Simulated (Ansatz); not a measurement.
```xyz
12

O     0.803    2.014   -0.664
Si    0.834    1.015    0.642
F     2.335    0.497    0.885
Si   -0.529   -0.768   -0.027
O    -0.390   -0.920   -1.657
O    -2.023   -0.372    0.500
O    -0.162   -2.237    0.592
H     1.162    2.899   -0.583
H     0.478    1.762    1.876
H    -0.308   -0.104   -2.155
H    -2.708   -1.042    0.463
H     0.507   -2.744    0.128
```

Charge 0, multiplicity 1.

(1) List the PBE/def2-TZVPP orbital energies in eV (the Gaussian-basis code of Ansatz). (Best estimate.)

Answers

(1) The calculation gave: Occupied: -1780.62, -1780.58, -659.64, -510.68, -510.37, -510.37, -510.36, -138.21, -138.13, -95.00, -94.95, -94.89, -94.89, -94.88, -94.84, -29.34, -25.66, -25.38, -24.91, -24.85, -14.71, -14.05, -12.99, -12.81, -12.29, -10.71, -10.58, -9.89, -9.57, -9.35, -8.87, -8.55, -8.38, -8.08, -7.98, -7.52, -6.63. Lowest empty: -0.97, -0.76, -0.12, 0.74, 1.04, 1.15, 1.85, 2.11.
